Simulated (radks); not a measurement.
The arsenic ion As2+, 31 electrons, occupied as [Ar] 3d10 4s2 4p1. All-electron calculation, scalar-relativistic Kohn-Sham, r2SCAN, spin-polarised, spherical densities, finite nucleus; open shells are filled with parallel spins first; meta-GGA in the generalised Kohn-Sham scheme; Fermi nuclear charge, rms radius 4.0968 fm. Program: a radial shooting solver on a logarithmic mesh with Libxc functionals.

Unscreened Slater integrals over Kohn-Sham orbitals (eV). They are taken over the spin-up orbitals.

integral     value
F0(4p,4p)   11.534
F2(4p,4p)   6.1315
F0(4p,4s)   12.365
G1(4p,4s)   8.2842
F0(4p,3d)   14.875
F2(4p,3d)   3.1007
G1(4p,3d)   1.1215
G3(4p,3d)  0.99536
F0(4p,3p)   14.985
F2(4p,3p)   2.8021
G0(4p,3p)  0.68913
G2(4p,3p)  0.79218
F0(4s,4s)   13.455
F0(4s,3d)   17.069
G2(4s,3d)   1.5915
F0(4s,3p)   17.228
G1(4s,3p)   1.0958
F0(3d,3d)   37.177
F2(3d,3d)   17.523
F4(3d,3d)   10.968
F0(3d,3p)   38.328
F2(3d,3p)   18.294
G1(3d,3p)   22.331
G3(3d,3p)   13.728
F0(3p,3p)   39.880
F2(3p,3p)   19.980

Derived for the open shells (J is the average intra-shell exchange parameter used in DFT+U). 4p: J = F2/5 = 1.226 eV.
